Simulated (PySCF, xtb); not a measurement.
AgF, SMILES [F][Ag], multiplicity 1.

GFN2-xTB in xtb at its own geometry gives an orbital gap of 3.79 eV and a dipole moment of 6.36 D.

Geometry optimised at B3LYP-D3(BJ)/def2-TZVPD. The spin state was assumed, not searched. The def2 effective core potentials stand for the cores of Ag; spin–orbit coupling is left out.

Q: What does r2SCAN/def2-TZVPD (PySCF) give? (An estimate is asked for; the answer gives what the named calculation found.)

A: gap 2.87 eV (levels -6.80 and -3.93 eV), dipole 5.61 D.
